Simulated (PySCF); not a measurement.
# Ne²⁺: excitation energy

Ne²⁺ [He] 2s2 2p4 (3P) → Ne²⁺ [He] 2s1 2p4 3s1 (5P), as a difference of total energies. Computed with PySCF 2.14 in x2c-TZVPPall with one added diffuse shell each of s, p, d type (6s4p3d1f, 40 functions), with the spin-free X2C one-electron Hamiltonian (Gaussian nucleus). Correlated levels: valence and next inner shell: nothing frozen. The calculations carry no spin-orbit coupling.

```
                                method  excitation energy (cm⁻¹)
                                   UHF                    485550
    MP2 (valence and next inner shell)                    492090
SCS-MP2 (valence and next inner shell)                    493410
   CCSD (valence and next inner shell)                    496030
CCSD(T) (valence and next inner shell)                    495140
```

The promoted electron is Rydberg-like, and one or two diffuse shells describe it only roughly, which tends to raise the upper state.

The coupled-cluster amplitudes are large for the upper state (T1 above 0.03 or a double amplitude above 0.15), so a single reference is strained.
